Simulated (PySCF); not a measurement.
## `C=C(C#N)C(=C)[Se]C`, C$_{6}$H$_{7}$NSe

Geometry:
```csv
atom,x (Å),y (Å),z (Å)
C1,-1.719,0.485,-1.339
C2,-1.429,-0.533,-0.500
C3,-1.956,-1.843,-0.805
N4,-2.377,-2.900,-1.037
C5,-0.606,-0.420,0.734
C6,-0.550,-1.399,1.655
Se7,0.354,1.229,1.080
C8,1.714,1.080,-0.339
H9,-2.339,0.324,-2.226
H10,-1.349,1.494,-1.131
H11,0.069,-1.299,2.552
H12,-1.129,-2.325,1.540
H13,1.246,1.062,-1.335
H14,2.323,0.176,-0.186
H15,2.351,1.975,-0.249
```

Theory: PySCF, UKS B3LYP/def2-SV(P) four-point reorganisation energy, gas phase. Geometry: B3LYP/def2-SV(P).

The calculation is non-relativistic, which matters for the atoms heavier than Zn.

The conformer changes in this relaxation, which adds to the reorganisation energy.

Task: What is the inner reorganisation energy for hole transfer, with the ionisation energy?

Result: λ = 0.347 (surface of the oxidised species) + 0.308 (surface of the starting species) = 0.655 eV. The ionisation energy is 8.62 eV vertical and 8.27 eV adiabatic without zero-point energy; at the relaxed geometry of the oxidised species the two energies differ by 7.96 eV. Largest bond changes: C5–Se7 1.939 → 1.879 Å, C5–C6 1.346 → 1.379 Å, Se7–C8 1.971 → 1.954 Å, C2–C3 1.445 → 1.440 Å, C2–C5 1.488 → 1.483 Å. ⟨S²⟩ of the relaxed oxidised species 0.765.

Task: What is the inner reorganisation energy for electron transfer, with the electron affinity?

Result: λ = 0.261 (surface of the reduced species) + 0.292 (surface of the starting species) = 0.553 eV. The electron affinity is 0.08 eV vertical and 0.34 eV adiabatic without zero-point energy; at the relaxed geometry of the reduced species the two energies differ by 0.64 eV. Largest bond changes: C1–C2 1.351 → 1.423 Å, C2–C5 1.488 → 1.445 Å, C5–C6 1.346 → 1.379 Å, C2–C3 1.445 → 1.427 Å, C5–Se7 1.939 → 1.954 Å. ⟨S²⟩ of the relaxed reduced species 0.765.

The highest occupied orbital of the reduced species is unbound in this basis, so its energies are rough.
